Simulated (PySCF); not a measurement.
trifluoroacetic acid, C₂HF₃O₂, SMILES O=C(O)C(F)(F)F, point group Cs.

Force field and properties: PBE/def2-SVP (PySCF, grid level 2). Vibrational terms come from second-order perturbation theory with semi-diagonal cubic constants, by steps of ±0.6 along the normal coordinates of each isotopologue. The parent has the commonest isotopes.

Equilibrium geometry (Å):

```
atom        x        y        z
  O1   0.8710   0.4227   1.4660
  C2   0.5423   0.1416   0.3384
  O3   1.3641   0.0009  -0.7157
  C4  -0.9249  -0.1155  -0.0991
  F5  -1.0564  -1.3697  -0.5777
  F6  -1.7484   0.0373   0.9426
  F7  -1.2847   0.7494  -1.0692
  H8   2.2733   0.1710  -0.3835
```

An isotope shift is δ(isotopologue) − δ(parent), that is, the negative of the change in the averaged GIAO shielding; n counts bonds from the nearest label (0: the labelled atom itself). These are computed values; those of heavy atoms are rounded to 5 ppb, about the numerical noise.

**Question.** What isotope shifts arise with ¹³C at 4?

**Answer.** 
| nucleus | n | 0 K (ppb) | 250 K (ppb) |
| --- | --- | --- | --- |
| C4 | 0 | -25 | -25 |
| C2 | 1 | 0 | 0 |
| F5 | 1 | -155 | -150 |
| F6 | 1 | -155 | -155 |
| F7 | 1 | -160 | -155 |
| O1 | 2 | -10 | -5 |
| O3 | 2 | -5 | 10 |
| H8 | 3 | 0 | -2 |

A mode lies under 250 cm⁻¹, where this perturbation treatment is rough. Internal rotors are held in one well.
